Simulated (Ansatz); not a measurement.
This geometry of B2H6OSiZn (11 atoms, charge 0, multiplicity 1) is a first-order saddle point.

All numbers below come from RKS BHLYP-D4/def2-SVP in Ansatz.

```xyz
11
Properties=species:S:1:pos:R:3
B -1.593 1.059 -1.014
Si 0.069 -0.099 -1.078
B 0.964 -0.333 0.738
O 2.201 0.156 0.979
Zn 0.007 -1.306 2.355
H -1.850 1.771 -0.084
H -2.356 1.078 -1.940
H -0.301 -1.431 -1.637
H 0.966 0.554 -2.089
H 2.617 0.585 0.232
H -0.724 -2.033 3.538
```

(1) Which two structures does it join? (They come from a converged band through this point; their orientation in space is the band's.)

(2) How far does it lie above each of them?

Answers

(1) No bond is made or broken. The dihedral H6–B1–Si2–B3 goes from 101 to -74°. The two ends are copies of one structure, up to a mirror image or an exchange of like atoms.

Image 0:

```xyz
11
Properties=species:S:1:pos:R:3
B -1.374 1.264 -0.958
Si 0.235 0.080 -1.138
B 0.808 -0.426 0.770
O 1.937 0.090 1.301
Zn -0.324 -1.756 1.957
H -1.304 2.457 -1.060
H -2.441 0.800 -0.663
H -0.123 -1.177 -1.855
H 1.342 0.740 -1.895
H 2.429 0.675 0.726
H -1.183 -2.747 2.814
```

Image 10:

```xyz
11
Properties=species:S:1:pos:R:3
B -1.368 1.269 -0.962
Si 0.233 0.074 -1.139
B 0.806 -0.426 0.772
O 1.926 0.102 1.308
Zn -0.321 -1.763 1.956
H -2.436 0.812 -0.663
H -1.290 2.461 -1.066
H -0.132 -1.183 -1.850
H 1.344 0.725 -1.898
H 2.415 0.690 0.733
H -1.178 -2.761 2.809
```

(2) 1.9 kcal/mol above the first and 1.9 kcal/mol above the second. This is the barrier of this one path; another mechanism may lie lower.

Run time: 9.9 min on 2 threads of Arm Neoverse V1, with other jobs on the host, peak memory 0.31 GiB.
